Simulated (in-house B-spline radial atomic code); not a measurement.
Successive ionisation energies of germanium; each step leads to the configuration of the next row (after the last: bare). Dirac energy differences include first-order Breit, QED and recoil terms. NIST's values go from ground level to ground level; the uncertainty of those that are theory runs from under 0.1 % in few-electron ions to several per cent in heavy many-electron ones. Computed with a radial B-spline atomic code at the basis-set limit: Dirac-Hartree-Fock, jj configuration that fills j = l - 1/2 first, finite nuclei.

A number in brackets counts the electrons of a j subshell.

```json
{"ion": "Ge13+", "configuration": "[Ar] 3d3/2(1)", "ionisation energy (eV)": "406.7", "tabulated value (eV)": "407", "computed minus tabulated (eV)": "0", "highest orbital": "3d3/2", "largest mean radius (bohr)": "0.56326"}
{"ion": "Ge14+", "configuration": "[Ne] 3s2 3p6", "ionisation energy (eV)": "526.8", "tabulated value (eV)": "527.9", "computed minus tabulated (eV)": "-1", "highest orbital": "3p3/2", "largest mean radius (bohr)": "0.55389"}
{"ion": "Ge15+", "configuration": "[Ne] 3s2 3p1/2(2) 3p3/2(3)", "ionisation energy (eV)": "568.0", "tabulated value (eV)": "567.3", "computed minus tabulated (eV)": "1", "highest orbital": "3p3/2", "largest mean radius (bohr)": "0.54766"}
{"ion": "Ge16+", "configuration": "[Ne] 3s2 3p1/2(2) 3p3/2(2)", "ionisation energy (eV)": "610.2", "tabulated value (eV)": "609.1", "computed minus tabulated (eV)": "1", "highest orbital": "3p3/2", "largest mean radius (bohr)": "0.5419"}
{"ion": "Ge17+", "configuration": "[Ne] 3s2 3p1/2(2) 3p3/2(1)", "ionisation energy (eV)": "653.3", "tabulated value (eV)": "662.8", "computed minus tabulated (eV)": "-10", "highest orbital": "3p3/2", "largest mean radius (bohr)": "0.53626"}
{"ion": "Ge18+", "configuration": "[Ne] 3s2 3p1/2(2)", "ionisation energy (eV)": "?", "tabulated value (eV)": "?", "computed minus tabulated (eV)": "?", "highest orbital": "?", "largest mean radius (bohr)": "?"}
{"ion": "Ge19+", "configuration": "[Ne] 3s2 3p1/2(1)", "ionisation energy (eV)": "?", "tabulated value (eV)": "?", "computed minus tabulated (eV)": "?", "highest orbital": "?", "largest mean radius (bohr)": "?"}
{"ion": "Ge20+", "configuration": "[Ne] 3s2", "ionisation energy (eV)": "832.7", "tabulated value (eV)": "837.1", "computed minus tabulated (eV)": "-4", "highest orbital": "3s1/2", "largest mean radius (bohr)": "0.51997"}
{"ion": "Ge21+", "configuration": "[Ne] 3s1", "ionisation energy (eV)": "879.7", "tabulated value (eV)": "880.44", "computed minus tabulated (eV)": "-1", "highest orbital": "3s1/2", "largest mean radius (bohr)": "0.5141"}
{"ion": "Ge22+", "configuration": "[He] 2s2 2p6", "ionisation energy (eV)": "2176.8", "tabulated value (eV)": "2178.2", "computed minus tabulated (eV)": "-1", "highest orbital": "2p3/2", "largest mean radius (bohr)": "0.20519"}
{"ion": "Ge23+", "configuration": "[He] 2s2 2p1/2(2) 2p3/2(3)", "ionisation energy (eV)": "?", "tabulated value (eV)": "?", "computed minus tabulated (eV)": "?", "highest orbital": "?", "largest mean radius (bohr)": "?"}
{"ion": "Ge24+", "configuration": "[He] 2s2 2p1/2(2) 2p3/2(2)", "ionisation energy (eV)": "2437.5", "tabulated value (eV)": "2439", "computed minus tabulated (eV)": "-1", "highest orbital": "2p3/2", "largest mean radius (bohr)": "0.20107"}
{"ion": "Ge25+", "configuration": "[He] 2s2 2p1/2(2) 2p3/2(1)", "ionisation energy (eV)": "2572.3", "tabulated value (eV)": "2575", "computed minus tabulated (eV)": "-3", "highest orbital": "2p3/2", "largest mean radius (bohr)": "0.19906"}
{"ion": "Ge26+", "configuration": "[He] 2s2 2p1/2(2)", "ionisation energy (eV)": "2737.2", "tabulated value (eV)": "2737.1", "computed minus tabulated (eV)": "0", "highest orbital": "2p1/2", "largest mean radius (bohr)": "0.19709"}
{"ion": "Ge27+", "configuration": "[He] 2s2 2p1/2(1)", "ionisation energy (eV)": "2885.0", "tabulated value (eV)": "2881.9", "computed minus tabulated (eV)": "3", "highest orbital": "2p1/2", "largest mean radius (bohr)": "0.19512"}
{"ion": "Ge28+", "configuration": "[He] 2s2", "ionisation energy (eV)": "3066.2", "tabulated value (eV)": "3074", "computed minus tabulated (eV)": "-8", "highest orbital": "2s1/2", "largest mean radius (bohr)": "0.19317"}
{"ion": "Ge29+", "configuration": "[He] 2s1", "ionisation energy (eV)": "3194.1", "tabulated value (eV)": "3194.293", "computed minus tabulated (eV)": "0", "highest orbital": "2s1/2", "largest mean radius (bohr)": "0.19139"}
{"ion": "Ge30+", "configuration": "1s2", "ionisation energy (eV)": "13555.7", "tabulated value (eV)": "13557.42", "computed minus tabulated (eV)": "-2", "highest orbital": "1s1/2", "largest mean radius (bohr)": "0.046572"}
{"ion": "Ge31+", "configuration": "1s1", "ionisation energy (eV)": "14119.4", "tabulated value (eV)": "14119.45", "computed minus tabulated (eV)": "0", "highest orbital": "1s1/2", "largest mean radius (bohr)": "0.046012"}
```

Task: Fill in the row of Ge18+.

Result: ionisation energy (eV): 700.9; tabulated value (eV): 706.7; computed minus tabulated (eV): -6; highest orbital: 3p1/2; largest mean radius (bohr): 0.53074.

Task: Fill in the row of Ge19+.

Result: ionisation energy (eV): 747.8; tabulated value (eV): 744; computed minus tabulated (eV): 4; highest orbital: 3p1/2; largest mean radius (bohr): 0.5253.

Task: Fill in the row of Ge23+.

Result: ionisation energy (eV): 2305.7; tabulated value (eV): 2304; computed minus tabulated (eV): 2; highest orbital: 2p3/2; largest mean radius (bohr): 0.20311.

Task: Where is the largest jump?

Result: From Ge29+ to Ge30+, by a factor of 4.24 (3194.1 to 13556 eV); the highest orbital goes from 2s1/2 to 1s1/2.

Task: How far is this level of theory from the measured and semi-empirical values?

Result: Over those 15 rows the differences run from -9.53 to +3.84 eV (mean absolute value 3 eV). The calculation leaves out correlation and, in open shells, the multiplet splittings that an average leaves out.
